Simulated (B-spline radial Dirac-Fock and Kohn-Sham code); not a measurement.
Binding energies of Cd¹⁶⁺

System: cadmium as Cd¹⁶⁺, [Ar] 3d10 4s2 4p2; nuclear rms radius 4.6087 fm (A = 114).

Calculated with a radial B-spline solver, using multi-electron Dirac-Fock with separately optimised hole states, Breit and Lamb-shift corrections added in first order. Electron correlation is not included. Energies are counted from the vacuum level.

All terms are in eV, carry their sign (relaxation lowers the binding energy) and add up to the binding energy; ⟨r⟩ is the mean radius of the orbital in the initial state.

| subshell | −ε (Koopmans) | relaxation | Gaunt | retardation | self-energy | vacuum polarisation | binding energy | ⟨r⟩ (bohr) |
| --- | --- | --- | --- | --- | --- | --- | --- | --- |
| K | 27280.2 | -50.07 | -60.63 | 4.73 | -32.33 | 4.13 | 27146.1 | 0.030 |
| L1 | 4483.8 | -21.24 | -5.46 | 0.31 | -3.90 | 0.46 | 4454.0 | 0.131 |
| L2 | 4191.2 | -24.37 | -9.76 | 1.09 | 0.31 | -0.02 | 4158.4 | 0.111 |
| L3 | 3997.5 | -23.37 | -7.02 | 1.27 | -0.06 | -0.03 | 3968.3 | 0.116 |
| M1 | 1187.9 | -4.28 | -0.85 | 0.05 | -0.77 | 0.09 | 1182.1 | 0.353 |
| M2 | 1068.9 | -4.73 | -1.57 | 0.17 | 0.07 | -0.01 | 1062.8 | 0.345 |
| M3 | 1032.5 | -4.42 | -1.06 | 0.21 | 0.00 | -0.01 | 1027.3 | 0.355 |
| M4 | 826.6 | -5.50 | -0.51 | 0.04 | 0.08 | -0.01 | 820.7 | 0.326 |
| M5 | 819.3 | -5.37 | -0.29 | 0.04 | 0.06 | -0.01 | 813.7 | 0.330 |
| N1 | 460.6 | -0.37 | -0.22 | 0.02 | -0.19 | 0.02 | 459.8 | 0.786 |
| N2,3 | 415.8 | -0.33 | -0.30 | 0.06 | 0.01 | 0.00 | 415.2 | 0.822 |

For the deepest level, K (1s), the Breit terms make up -0.206 % of the binding energy, QED -0.104 % and orbital relaxation -0.184 %.

Spin-orbit splittings: 2p 190.1 eV, 3p 35.55 eV, 3d 7.00 eV.

Going to the tabulated ground configuration of the next ion removes an electron from N2,3 (4p), computed at 415.2 eV. NIST lists 421 ± 3 eV as the ionisation energy of this species (theoretical), +5.81 eV from the computed value. Where a p, d or f shell is open in either ion the computed value averages over both j values and all terms, while the table refers to the lowest levels; that difference holds spin-orbit splitting (largest in heavy or highly charged ions), term energies where several electrons share open shells, and correlation, and it can reach 10 % or more.
